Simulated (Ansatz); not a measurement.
Cartesian coordinates in Å:
```
C -0.572 1.368 -0.145
C 0.073 -0.002 -0.343
B -0.301 -1.095 0.686
S 0.456 -2.564 1.245
H -0.290 2.060 -0.943
H -0.266 1.814 0.804
H -1.661 1.290 -0.133
H -0.233 -0.416 -1.317
H 1.167 0.093 -0.407
H 1.628 -2.548 0.553
```

The species carries charge 0 and has multiplicity 2.

(1) List the PBE/def2-TZVPP orbital energies in eV (the Gaussian-basis code of Ansatz). (An estimate is asked.)

## Answers

(1) Computed: α occupied: -2396.13, -268.90, -268.76, -209.10, -177.88, -155.25, -155.10, -155.07, -19.08, -18.54, -15.42, -11.80, -11.00, -10.73, -9.71, -8.76, -8.58, -7.73, -7.08, -4.43. α empty: -1.93, -0.27, 0.44, 1.17, 1.74, 1.79, 2.14, 2.63. β occupied: -2396.14, -268.90, -268.75, -209.09, -177.61, -155.25, -155.09, -155.07, -19.00, -18.46, -15.37, -11.41, -10.97, -10.63, -9.61, -8.70, -8.52, -7.62, -7.03. β empty: -2.43, -1.40, 0.05, 0.58, 1.28, 1.84, 1.98, 2.35. ⟨S²⟩ = 0.754.
